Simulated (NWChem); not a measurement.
Molecule: ZnHSF; SMILES [F][Zn][SH]

```xyz
4

Zn    -0.2294     0.2595     0.0000
F     -0.2474     1.9764     0.0000
S     -0.2867    -1.8814     0.0000
H      1.0552    -2.0517     0.0000
```
Atoms are numbered in this order, from 1.

Coordinates come from a B3LYP/6-31G* (spherical d) optimisation.

Q: Give the principal values of the shielding tensors (ppm) of Zn1, F2, S3 from PBE/pcSseg-1, GIAO (NWChem), with their diamagnetic and paramagnetic parts as GIAO splits them.

A: 
```json
[
 {"atom": "Zn1", "σ11": "1162.4", "σ22": "1196.2", "σ33": "2477.5", "isotropic": "1612.0", "diamagnetic": "2522.1", "paramagnetic": "-910.0"},
 {"atom": "F2", "σ11": "280.6", "σ22": "301.1", "σ33": "485.9", "isotropic": "355.9", "diamagnetic": "467.4", "paramagnetic": "-111.6"},
 {"atom": "S3", "σ11": "750.4", "σ22": "751.9", "σ33": "916.0", "isotropic": "806.1", "diamagnetic": "1056.4", "paramagnetic": "-250.2"}
]
```
